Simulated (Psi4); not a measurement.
Noncovalent pair: HCl (SMILES Cl) (first 2 atoms) with AsH3 (SMILES [AsH3]); geometry from B3LYP-D3(BJ)/def2-TZVP, rigid monomers moved along the line of their centres of mass till H2···As3 is 5.29 Å.
(charge 0, multiplicity 1):
```tsv
atom	x (Å)	y (Å)	z (Å)
Cl	1.2079	0.5304	0.6571
H	0.7276	0.2800	1.8236
As	-1.2319	-0.7451	6.6333
H	-1.8056	0.3052	5.6864
H	-1.1318	-1.7804	5.5165
H	0.1964	-0.2641	6.3937
```

Calculation: SAPT0/aug-cc-pVDZ in Psi4 1.11.

Which attractive term is largest, and how does the interaction split up?

electrostatics -2.0, exchange 0.1, induction -0.6, dispersion -3.7, total -6.2 meV; the largest attraction is dispersion.
